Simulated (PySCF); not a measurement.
# $^{29}$Si chemical shifts

- GIAO PBE0/pcSseg-1 shieldings
- structure optimised with GFN2-xTB
- program: PySCF 2.14.0 with density-fitted response routines
- no solvent model, no relativistic terms, one conformer, fast rotation and ring inversion assumed for equivalent nuclei

Shieldings were converted by a linear fit to measured shifts: $^{29}$Si (scatter 8.9 ppm rms, 25.8 ppm with the 6 outliers that the fit left out vs TMS, solution or neat liquid). A few per cent of atoms miss by over 2 rms, more outside the fitted compound classes.

(1) Give the $^{29}$Si shifts of `[SiH3]CC[SiH2]c1ccncc1`.

(2) Order these by $^{29}$Si shift, lowest first.
A. FC(F)/C=C\CN[SiH3]
B. C/C([SiH3])=C(/Cl)CC(F)(F)F
C. C=C[SiH2][C@](C)(Cl)C(F)(F)F
D. CN[C@H](C)C[SiH3]

Results:

(1) 
```
                                                           compound                      environment  δ (ppm)
[SiH3:1][CH2:2][CH2:3][SiH2:4][c:5]1[cH:6][cH:7][n:8][cH:9][cH:10]1  Si4: silicon bonded to 2 C, 2 H    -39.4
[SiH3:1][CH2:2][CH2:3][SiH2:4][c:5]1[cH:6][cH:7][n:8][cH:9][cH:10]1    Si1: silicon bonded to C, 3 H    -61.2
```

(2) D (-81.1 ppm, silicon bonded to C, 3 H), B (-68.9 ppm, silicon bonded to C, 3 H), A (-52.5 ppm, silicon bonded to N, 3 H), C (-36.0 ppm, silicon bonded to 2 C, 2 H).
